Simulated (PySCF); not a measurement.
Choosing a molecule for a target property.

All species are isolated and taken at one optimised geometry, non-relativistic unless stated; the electronic structure was computed with PySCF and density fitting.

The conformers computed, where there is a choice (atom-mapped SMILES and torsion angles):
- `[CH3:1][CH2:2][CH2:3][Si@@:4]([CH3:5])([F:6])[Cl:7]`: C1–C2–C3–Si4 180°, C2–C3–Si4–C5 -58°
- `[CH3:1][C@H:2]([F:3])[O:4][CH2:5][CH2:6][C:7]#[N:8]`: C1–C2–O4–C5 -176°, C2–O4–C5–C6 177°, O4–C5–C6–C7 179°

The conformers of `O=S1(=O)CC=CC1` aren't listed.

(1) Wanted: HOMO energy between -10.6 eV and -9 eV (wB97X-D/def2-SVPD) and lowest singlet excitation below 7.4 eV (TDDFT wB97X-D/def2-SVPD), at GFN2-xTB geometries. Which candidate meets both?
A. `O=S1(=O)CC=CC1`
B. `C#CC1=CC=CCC1`
C. `[Si@](Cl)(F)(CCC)C`
D. `C[C@H](F)OCCC#N`
E. `C=C1C=CC=CC=C1`

(2) Wanted: static isotropic polarisability below 69 au (wB97X-D/def2-SVPD) and HOMO–LUMO gap above 8.2 eV (wB97X-D/def2-SVPD), at GFN2-xTB geometries. Which candidate meets both?
A. `n1nc(Cl)cc(n1)C#N`
B. `O=S1(=O)CC=CC1`
C. `C=C1C=CC=CC=C1`
D. `F[C@@H](C)OCCC#N`
E. `C#CC1=CC=CCC1`
F. `CCC[Si@@](C)(F)Cl`

(3) Wanted: lowest triplet excitation (Tamm–Dancoff) between 5 eV and 7 eV (TDA wB97X-D/def2-SVPD) and smallest rotational constant below 1.25 GHz (GFN2-xTB), at GFN2-xTB geometries. Which candidate meets both?
A. `C=C1C=CC=CC=C1`
B. `CCC[Si@@](C)(F)Cl`
C. `C[C@H](F)OCCC#N`
D. `C#CC1=CC=CCC1`

(4) Wanted: dipole moment above 3 D (wB97X-D/def2-SVPD) and electronic spatial extent ⟨r²⟩ about the centre of nuclear charge above 950 bohr² (wB97X-D/def2-SVPD), at GFN2-xTB geometries. Which candidate meets both?
A. `CCC[Si@@](C)(F)Cl`
B. `C=C1C=CC=CC=C1`
C. `N#Cc1cc(Cl)nnn1`
D. `C#CC1=CC=CCC1`

Results:

(1) A. Computed values:
```
           species  HOMO energy  lowest singlet excitation
   C[C@H](F)OCCC#N    -10.85 eV                    7.91 eV
[Si@](Cl)(F)(CCC)C    -10.27 eV                    8.28 eV
    O=S1(=O)CC=CC1    -10.08 eV                    6.82 eV
     C#CC1=CC=CCC1     -7.83 eV                    4.29 eV
    C=C1C=CC=CC=C1     -7.22 eV                    2.83 eV
```

(2) B. Computed values:
| species | static isotropic polarisability | HOMO–LUMO gap |
| --- | --- | --- |
| O=S1(=O)CC=CC1 | 68.2 au | 11.22 eV |
| F[C@@H](C)OCCC#N | 69.9 au | 12.87 eV |
| n1nc(Cl)cc(n1)C#N | 84.0 au | 8.30 eV |
| CCC[Si@@](C)(F)Cl | 85.9 au | 12.26 eV |
| C#CC1=CC=CCC1 | 95.3 au | 8.11 eV |
| C=C1C=CC=CC=C1 | 100.9 au | 7.08 eV |

(3) C. Computed values:
```csv
species,lowest triplet excitation (Tamm–Dancoff),smallest rotational constant
C=C1C=CC=CC=C1,1.90 eV,1.317 GHz
C#CC1=CC=CCC1,2.52 eV,1.191 GHz
C[C@H](F)OCCC#N,6.63 eV,0.725 GHz
CCC[Si@@](C)(F)Cl,7.90 eV,0.846 GHz
```

(4) C. Computed values:
```csv
species,dipole moment,electronic spatial extent ⟨r²⟩ about the centre of nuclear charge
C=C1C=CC=CC=C1,0.67 D,910 bohr²
C#CC1=CC=CCC1,0.91 D,987 bohr²
CCC[Si@@](C)(F)Cl,2.53 D,1481 bohr²
N#Cc1cc(Cl)nnn1,3.80 D,1416 bohr²
```
